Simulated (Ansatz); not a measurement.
Ansatz (an electronic-structure program) input for C3HBrClF, SMILES C(=C=C(F)Cl)Br, PBE0/def2-SVPD. Coordinates come from a r2SCAN-D4/def2-SVP optimisation.

Ansatz 0.2 input:
```yaml
crystal:
  periodic: [false, false, false]
  atoms:
    - {symbol: F, position_ang: [-2.37003568, -1.42509706, 0.45181373]}
    - {symbol: C, position_ang: [-1.70045460, -0.51291418, -0.24191405]}
    - {symbol: Cl, position_ang: [-2.73526881, 0.70887290, -0.88365967]}
    - {symbol: C, position_ang: [-0.40302077, -0.54712813, -0.43063258]}
    - {symbol: C, position_ang: [0.88938094, -0.54278604, -0.60798023]}
    - {symbol: Br, position_ang: [2.10599192, 0.32641255, 0.57372056]}
    - {symbol: H, position_ang: [1.40474011, -1.03243466, -1.44116735]}
basis:
  gaussian:
    orbitals: def2-SVPD
hamiltonian:
  xc: {name: PBE0}
```

It prints:

```
WARN ansatz: RAYON_NUM_THREADS=1 ignored (pool sized by the plan → 1); use --threads N
Functional definition: PBE0
integrals: 0.12 GiB planned
1519 factors; their error is unknown
mean field: 0.96 GiB planned
mean field evaluation 1: about -88372.0332 eV, gradient 4.0e1 eV
mean field evaluation 2: about -88367.4284 eV, gradient 5.6e1 eV
mean field evaluation 4: about -88375.7592 eV, gradient 4.7e0 eV
mean field evaluation 8: about -88375.8107 eV, gradient 1.2e-1 eV
mean field evaluation 16: about -88376.0479 eV, gradient 3.9e-4 eV
mean field -88376.04791497 eV, -3247.7598574382 hartree, gradient 5.9e-5 eV, S^2 0.000000; 0 other end points of the search recorded, 0 dependent functions left out
reference -88376.04796105 eV, -3247.7598591317 hartree; 40, 40 occupied and 119, 119 virtual orbitals, 1519 factors
Total energy: -88376.04796105 eV, -3247.7598591317 hartree
```

Self-consistency was reached.

Cost: very roughly 5 core-seconds.
